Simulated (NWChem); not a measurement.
# Ionisation of C6H5

SMILES: c1c[c]ccc1
```xyz
11

C      0.0000     0.0000    -1.4058
C     -1.2335     0.0000    -0.7773
C     -1.2212     0.0000     0.6360
C      0.0000     0.0000     1.3316
C      1.2212     0.0000     0.6360
C      1.2335     0.0000    -0.7773
H     -2.1845     0.0000    -1.3339
H     -2.1748     0.0000     1.1884
H      0.0000     0.0000     2.4323
H      2.1748     0.0000     1.1884
H      2.1845     0.0000    -1.3339
```
Charge 0, spin multiplicity 2.

Everything below was run with NWChem. All single points use one geometry, from UPBE/def2-SVP, a minimum by its harmonic frequencies.

Basis set: def2-SVP. The species with one electron less has spin multiplicity 3 and keeps the geometry of the parent. Δ marks differences of total energies (open shells unrestricted). −ε marks an orbital energy of the parent. That orbital need not have the symmetry of the hole or added electron in the Δ rows.

B3LYP has NWChem's definition, with VWN1-RPA local correlation. The structure started from a generated list of species. The unpaired electrons of the parent sit in orbitals of symmetry a1 (C2v labels of the run); other states weren't searched. The stability of the SCF solutions was not checked.

Question: Order these methods by the first vertical ionisation energy they give, lowest first: −ε(beta HOMO) of PBE, −ε(beta HOMO) of B3LYP, −ε(beta HOMO) of BHandHLYP, ΔB3LYP, ΔBHandHLYP, G0W0@PBE.

Answer: −ε(beta HOMO) of PBE (6.22 eV), −ε(beta HOMO) of B3LYP (6.98 eV), −ε(beta HOMO) of BHandHLYP (8.03 eV), G0W0@PBE (8.51 eV), ΔBHandHLYP (9.12 eV), ΔB3LYP (9.28 eV)
